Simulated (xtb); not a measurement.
C$_{4}$H$_{6}$Cl$_{2}$N$_{2}$Pd, singlet, geometry from GFN2-xTB (such geometries of metal compounds can be far from the true shape); GFN1-xTB with ALPB(hexane) run with xtb 6.7.1.

The xtb input:
```
$ xtb mol.xyz --gfn 1 --alpb hexane --json

# file mol.xyz
15

Pd     0.00017962    -0.00005510    -0.00033344
Cl     2.11649352    -0.89174405    -0.04805948
Cl    -2.11625987     0.89156516     0.05171856
C      1.70141197     4.09531329     0.01423562
C      1.15768074     2.77438347     0.00979306
N      0.71893851     1.71143812     0.00669387
H      2.18207314     4.29497497    -0.94343071
H      2.43887531     4.18367216     0.81195712
H      0.90197081     4.81832869     0.17627074
C     -1.70307113    -4.09460233    -0.01623726
C     -1.15764434    -2.77437072    -0.01252007
N     -0.71862667    -1.71154519    -0.00797877
H     -2.60254341    -4.11968066     0.59888922
H     -0.96861817    -4.79376175     0.38357361
H     -1.95643841    -4.38155086    -1.03675983
```

What does xtb print? Leave out banner, timings and long lists.


```
   ID    Z sym.   atoms
    1   46 Pd     1
    2   17 Cl     2, 3
    3    6 C      4, 5, 10, 11
    4    7 N      6, 12
    5    1 H      7-9, 13-15

           -------------------------------------------------
          |                Calculation Setup                |
           -------------------------------------------------

           -------------------------------------------------
          |                 G F N 1 - x T B                 |
           -------------------------------------------------

      * Solvation model:               ALPB
        Solvent                        hexane
        Parameter file                 internal GFN1-xTB/ALPB
        Dielectric constant                1.8800E+00
        Reference state                gsolv [1 M gas/solution]
        Free energy shift                  4.1595E-03 Eh       2.6101E+00 kcal/mol
        Temperature                        2.9815E+02 K
        Density                            6.6000E-01 kg/L
        Solvent mass                       8.6180E+01 g/mol
        Interaction kernel             P16
        Born radius scaling (c1)           1.4775E+00
        Born radii integrator          GBOBC
        Born offset                        0.0000E+00 a0       0.0000E+00 AA
        H-bond correction              false
        Ion screening                  false
        Surface tension                    1.0000E-05 Eh       1.5569E+01 dyn/cm
        Grid points                               230 per atom

          ...................................................
          :                      SETUP                      :
          :.................................................:
          :  # basis functions                  66          :
          :  # atomic orbitals                  63          :
          :  # shells                           33          :
          :  # electrons                        56          :
          :  # halogen bonds                     4          :
          :  max. iterations                   250          :
          :  Hamiltonian                  GFN1-xTB          :
          :  restarted?                      false          :
          :  GBSA solvation                   true          :
          :  PC potential                    false          :
          :  electronic temp.          300.0000000     K    :
          :  accuracy                    1.0000000          :
          :  -> integral cutoff          0.2500000E+02      :
          :  -> integral neglect         0.1000000E-07      :
          :  -> SCF convergence          0.1000000E-05 Eh   :
          :  -> wf. convergence          0.2000000E-04 e    :
          :  Broyden damping             0.4000000          :
          :  net charge                          0          :
          :  unpaired electrons                  0          :
          ...................................................

 iter      E             dE          RMSdq      gap      omega  full diag
   1    -31.1783300 -0.311783E+02  0.999E+00    2.71       0.0  T
   2    -31.4027430 -0.224413E+00  0.553E+00    3.33       1.0  T
   3    -31.3870578  0.156852E-01  0.268E+00    3.23       1.0  T
   4    -31.4213809 -0.343231E-01  0.823E-01    3.29       1.0  T
   5    -31.4241846 -0.280369E-02  0.105E-01    3.28       1.0  T
   6    -31.4242441 -0.595506E-04  0.930E-03    3.28       2.8  T
   7    -31.4242452 -0.101104E-05  0.416E-03    3.28       6.2  T
   8    -31.4242452 -0.329579E-07  0.282E-04    3.28      91.7  T
   9    -31.4242452 -0.117667E-08  0.898E-05    3.28     287.4  T
  10    -31.4242452 -0.449702E-10  0.356E-05    3.28     725.5  T

   *** convergence criteria satisfied after 10 iterations ***

         :::::::::::::::::::::::::::::::::::::::::::::::::::::
         ::                     SUMMARY                     ::
         :::::::::::::::::::::::::::::::::::::::::::::::::::::
         :: total energy             -31.079662926958 Eh    ::
         :: total w/o Gsasa/hb       -31.067650486364 Eh    ::
         :: gradient norm              0.022938733792 Eh/a0 ::
         :: HOMO-LUMO gap              3.283153591677 eV    ::
         ::.................................................::
         :: SCC energy               -31.424245184539 Eh    ::
         :: -> electrostatic           0.045871552047 Eh    ::
         :: -> Gsolv                  -0.021333363754 Eh    ::
         ::    -> Gelec               -0.009320923160 Eh    ::
         ::    -> Gsasa               -0.016171929298 Eh    ::
         ::    -> Ghb                  0.000000000000 Eh    ::
         ::    -> Gshift               0.004159488704 Eh    ::
         :: repulsion energy           0.351900327371 Eh    ::
         :: dispersion energy         -0.007318069790 Eh    ::
         :: halogen bond corr.         0.000000000000 Eh    ::
         :: add. restraining           0.000000000000 Eh    ::
         :: total charge              -0.000000000000 e     ::
         :::::::::::::::::::::::::::::::::::::::::::::::::::::

           -------------------------------------------------
          |                Property Printout                |
           -------------------------------------------------

    * Orbital Energies and Occupations

         #    Occupation            Energy/Eh            Energy/eV
      -------------------------------------------------------------
         1        2.0000           -0.8757804             -23.8312
       ...           ...                  ...                  ...
        16        2.0000           -0.5360747             -14.5873
        17        2.0000           -0.5336755             -14.5220
        18        2.0000           -0.5335543             -14.5188
        19        2.0000           -0.4981941             -13.5566
        20        2.0000           -0.4708326             -12.8120
        21        2.0000           -0.4631996             -12.6043
        22        2.0000           -0.4605675             -12.5327
        23        2.0000           -0.4582330             -12.4692
        24        2.0000           -0.4506163             -12.2619
        25        2.0000           -0.4432257             -12.0608
        26        2.0000           -0.4349317             -11.8351
        27        2.0000           -0.4260251             -11.5927
        28        2.0000           -0.4253173             -11.5735 (HOMO)
        29                         -0.3046636              -8.2903 (LUMO)
        30                         -0.2815449              -7.6612
        31                         -0.2734292              -7.4404
        32                         -0.2567088              -6.9854
        33                         -0.2566377              -6.9835
        34                         -0.1770196              -4.8169
        35                         -0.1767108              -4.8085
        36                         -0.1042808              -2.8376
        37                         -0.1040566              -2.8315
        38                         -0.1039870              -2.8296
        39                         -0.1039180              -2.8278
       ...                                ...                  ...
        63                          1.4181936              38.5910
      -------------------------------------------------------------
                  HL-Gap            0.1206537 Eh            3.2832 eV
             Fermi-level           -0.3649904 Eh           -9.9319 eV

  Mulliken/CM5 charges         n(s)   n(p)   n(d)
     1Pd    0.32957  0.74121   0.438  0.681  8.552
     2Cl   -0.43842 -0.47737   1.911  5.539 -0.012
     3Cl   -0.43857 -0.47750   1.911  5.540 -0.012
     4C    -0.07404 -0.21400   1.004  3.070  0.000
     5C     0.23902  0.34178   1.062  2.699  0.000
     6N    -0.14836 -0.43719   1.556  3.593  0.000
     7H     0.08566  0.13871   0.914  0.000  0.000
     8H     0.08566  0.13871   0.914  0.000  0.000
     9H     0.08577  0.13882   0.914  0.000  0.000
    10C    -0.07404 -0.21400   1.004  3.070  0.000
    11C     0.23902  0.34178   1.062  2.699  0.000
    12N    -0.14836 -0.43718   1.556  3.593  0.000
    13H     0.08567  0.13872   0.914  0.000  0.000
    14H     0.08576  0.13881   0.914  0.000  0.000
    15H     0.08567  0.13872   0.914  0.000  0.000

Wiberg/Mayer (AO) data.
largest (>0.10) Wiberg bond orders for each atom

 ---------------------------------------------------------------------------
     #   Z sym  total        # sym  WBO       # sym  WBO       # sym  WBO
 ---------------------------------------------------------------------------
     1  46 Pd   3.112 --     2 Cl   0.767     3 Cl   0.766     6 N    0.638
                            12 N    0.638     5 C    0.130    11 C    0.130
     2  17 Cl   0.877 --     1 Pd   0.767
     3  17 Cl   0.877 --     1 Pd   0.766
     4   6 C    3.987 --     5 C    1.085     9 H    0.951     8 H    0.950
                             7 H    0.950
     5   6 C    3.931 --     6 N    2.658     4 C    1.085     1 Pd   0.130
     6   7 N    3.451 --     5 C    2.658     1 Pd   0.638
     7   1 H    0.995 --     4 C    0.950
     8   1 H    0.995 --     4 C    0.950
     9   1 H    0.995 --     4 C    0.951
    10   6 C    3.987 --    11 C    1.085    14 H    0.951    13 H    0.950
                            15 H    0.950
    11   6 C    3.931 --    12 N    2.658    10 C    1.085     1 Pd   0.130
    12   7 N    3.451 --    11 C    2.658     1 Pd   0.638
    13   1 H    0.995 --    10 C    0.950
    14   1 H    0.995 --    10 C    0.951
    15   1 H    0.995 --    10 C    0.950
 ---------------------------------------------------------------------------

Topologies differ in total number of bonds
Writing topology from bond orders to xtbtopo.mol

 dipole moment from electron density (au)
     X       Y       Z
   0.0003  -0.0001  -0.0074  total (Debye):    0.019

           -------------------------------------------------
          | TOTAL ENERGY              -31.079662926958 Eh   |
          | GRADIENT NORM               0.022938733792 Eh/α |
          | HOMO-LUMO GAP               3.283153591677 eV   |
           -------------------------------------------------

normal termination of xtb
```
